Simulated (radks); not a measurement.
Task: Spherical quantum dot in the effective-mass picture: electrons in a well V = -V0 / (1 + exp((r - R)/a)) with V0 = 5.06, R = 11.1, a = 1.3, all in effective atomic units (hartree* = m*/eps^2 hartree, bohr* = eps/m* bohr), one dielectric constant everywhere. Method: non-relativistic Kohn-Sham, LDA (Slater exchange, Perdew-Wang correlation), spin-polarised, spherical densities; computed with a radial shooting solver with Libxc functionals. Levels are named by radial order and angular momentum (1s, 1p, 1d, 2s, ...), and open shells are averaged over m. Results are scaled to m* = 0.033 and eps = 5.3, for which hartree* = 31.97 meV and bohr* = 8.499 nm. At N = 25 the configuration is 1s2 1p6 1d10 1f(up 7, down 0). Does electron 26 go into 2s up or 1g up or 1f down?

Result: Into 1f down. The total energies of the other choices lie higher by 1.75 meV (1g up), 2.34 meV (2s up).
